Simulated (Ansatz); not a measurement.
An input meant for `c1cc2ccc3ccc4cncc(c2c1)c34` (charge 0, singlet).

```yaml
crystal:
  periodic: [false, false, false]
  atoms:
    - {symbol: C, position_ang: [3.705360, 0.000316, -0.150852]}
    - {symbol: C, position_ang: [3.159081, -1.205708, 0.256304]}
    - {symbol: C, position_ang: [1.737088, -1.068329, 0.270148]}
    - {symbol: C, position_ang: [0.881564, -2.094749, 0.631326]}
    - {symbol: C, position_ang: [-0.532525, -2.121119, 0.695890]}
    - {symbol: C, position_ang: [-1.403493, -1.088262, 0.402101]}
    - {symbol: C, position_ang: [-2.860505, -1.173266, 0.488202]}
    - {symbol: C, position_ang: [-3.410147, 0.023561, 0.129488]}
    - {symbol: C, position_ang: [-2.327902, 0.944881, -0.205931]}
    - {symbol: C, position_ang: [-2.323017, 2.262645, -0.624473]}
    - {symbol: N, position_ang: [-1.166153, 2.922127, -0.880422]}
    - {symbol: C, position_ang: [-0.023922, 2.286466, -0.724813]}
    - {symbol: C, position_ang: [0.124998, 0.918413, -0.296785]}
    - {symbol: C, position_ang: [1.430896, 0.337463, -0.165486]}
    - {symbol: C, position_ang: [2.657568, 0.941710, -0.408617]}
    - {symbol: C, position_ang: [-1.088149, 0.255193, -0.037102]}
    - {symbol: H, position_ang: [4.770666, 0.214111, -0.262716]}
    - {symbol: H, position_ang: [3.695263, -2.116610, 0.524929]}
    - {symbol: H, position_ang: [1.380211, -3.031450, 0.909400]}
    - {symbol: H, position_ang: [-0.984053, -3.067358, 1.014657]}
    - {symbol: H, position_ang: [-3.396728, -2.072877, 0.795682]}
    - {symbol: H, position_ang: [-4.472944, 0.269517, 0.093982]}
    - {symbol: H, position_ang: [-3.251594, 2.829135, -0.767300]}
    - {symbol: H, position_ang: [0.879533, 2.867685, -0.945253]}
    - {symbol: H, position_ang: [2.818905, 1.966555, -0.742338]}
basis:
  gaussian: {orbitals: cc-pVDZ, final_grid: {core_spheres: 20, valence_spheres: 16, degree: 47}, nuclear_model: gaussian}
magnetization: {spin_polarized: true, initial_magnetization: 4}
hamiltonian: {xc: {name: SVWN5}}
scf: {lower_state_search: light}
output: {forces: true}
```

```sh
$ ansatz run in.yaml --threads 6 --pin off --events-out ev --progress --plain --max-ram 7833MiB
```

It prints (some lines left out):

```
Functional definition: SVWN5
3420 factors; their error is unknown
mean field evaluation 1: about -17012.1153 eV, gradient 5.9e1 eV
mean field evaluation 2: about -16992.0735 eV, gradient 8.4e1 eV
mean field evaluation 4: about -17024.7032 eV, gradient 3.0e1 eV
mean field evaluation 8: about -17031.5900 eV, gradient 6.7e0 eV
mean field evaluation 16: about -17031.6419 eV, gradient 6.1e0 eV
mean field evaluation 32: about -17031.7295 eV, gradient 3.1e-6 eV
mean field evaluation 64: about -17031.7293 eV, gradient 9.6e-2 eV
mean field evaluation 96: about -17029.4142 eV, gradient 3.3e0 eV
mean field -17031.72953373 eV, -625.9045158436 hartree, gradient 3.1e-6 eV, S^2 6.004551; 10 other end points of the search recorded, 0 dependent functions left out
reference -17031.72957942 eV, -625.9045175227 hartree; 55, 51 occupied and 214, 218 virtual orbitals, 3420 factors
Total energy: -17031.72957942 eV, -625.9045175227 hartree
Atom 0 at     3.705360     0.000316    -0.150852 Å, force    -0.173567     1.505899    -0.482404 eV/Å
Atom 1 at     3.159081    -1.205708     0.256304 Å, force    -0.308531    -0.075568     0.078524 eV/Å
Atom 2 at     1.737088    -1.068329     0.270148 Å, force    -0.805458     0.800893    -0.296388 eV/Å
Atom 3 at     0.881564    -2.094749     0.631326 Å, force    -0.543353    -0.202498     0.071241 eV/Å
Atom 4 at    -0.532525    -2.121119     0.695890 Å, force     0.915932    -0.998536     0.276658 eV/Å
Atom 5 at    -1.403493    -1.088262     0.402101 Å, force    -2.095875     0.633452    -0.029773 eV/Å
Atom 6 at    -2.860505    -1.173266     0.488202 Å, force     2.930463    -1.321415     0.215677 eV/Å
Atom 7 at    -3.410147     0.023561     0.129488 Å, force     0.484253     2.622216    -0.918389 eV/Å
Atom 8 at    -2.327902     0.944881    -0.205931 Å, force    -0.717781    -1.115691     0.500770 eV/Å
Atom 9 at    -2.323017     2.262645    -0.624473 Å, force    -0.021278     0.629542    -0.100267 eV/Å
Atom 10 at    -1.166153     2.922127    -0.880422 Å, force    -0.054196     0.127958    -0.153388 eV/Å
Atom 11 at    -0.023922     2.286466    -0.724813 Å, force    -0.167452    -0.395042     0.109529 eV/Å
Atom 12 at     0.124998     0.918413    -0.296785 Å, force     2.129831     0.378938    -0.311287 eV/Å
Atom 13 at     1.430896     0.337463    -0.165486 Å, force    -2.953776    -1.607317     0.612067 eV/Å
Atom 14 at     2.657568     0.941710    -0.408617 Å, force     2.730321     0.064263    -0.113115 eV/Å
Atom 15 at    -1.088149     0.255193    -0.037102 Å, force    -1.521942    -0.869698     0.395980 eV/Å
Atom 16 at     4.770666     0.214111    -0.262716 Å, force     0.274409     0.077121    -0.042258 eV/Å
Atom 17 at     3.695263    -2.116610     0.524929 Å, force     0.169500    -0.262836     0.086112 eV/Å
Atom 18 at     1.380211    -3.031450     0.909400 Å, force     0.137805    -0.251269     0.069268 eV/Å
Atom 19 at    -0.984053    -3.067358     1.014657 Å, force    -0.114083    -0.234815     0.091706 eV/Å
Atom 20 at    -3.396728    -2.072877     0.795682 Å, force    -0.128138    -0.277837     0.116090 eV/Å
Atom 21 at    -4.472944     0.269517     0.093982 Å, force    -0.300939     0.105998    -0.007525 eV/Å
Atom 22 at    -3.251594     2.829135    -0.767300 Å, force    -0.245929     0.128140    -0.083697 eV/Å
Atom 23 at     0.879533     2.867685    -0.945253 Å, force     0.329819     0.218307     0.011324 eV/Å
Atom 24 at     2.818905     1.966555    -0.742338 Å, force     0.049968     0.319793    -0.096456 eV/Å
Dipole moment:     0.172269    -0.449720     0.136145 e Å
```

In this input the spin is set far too high (4 unpaired electrons typed, 0 in the singlet as meant). The run converged. The result belongs to that input, not to the species as meant.
